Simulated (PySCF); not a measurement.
# Excitation energy of Al+ by level of theory

Al+ [Ne] 3s2 (1S) → Al+ [Ne] 3s1 4s1 (3S), as a difference of total energies. All numbers are calculated (PySCF 2.14, no relativity, point nucleus, in aug-cc-pwCVQZ). Correlated levels: valence: [Ne] frozen; valence and next inner shell: 1s2 frozen; nothing frozen. The calculations carry no spin-orbit coupling.

```csv
method,excitation energy (cm⁻¹),error (cm⁻¹)
UHF,82645,-8629
LDA,90139,-1135
PBE,88988,-2286
PBE0,88678,-2597
r2SCAN,87934,-3340
B97-3,91316,+41
LC-wPBE,89209,-2065
r2SCAN0,88010,-3264
MP2 (valence),88381,-2894
SCS-MP2 (valence),90172,-1103
MP2 (valence and next inner shell),89866,-1408
SCS-MP2 (valence and next inner shell),91336,+62
MP2 (all electrons),89854,-1421
SCS-MP2 (all electrons),91330,+55
```

Reference: 91275 cm⁻¹ (measured; NIST levels).
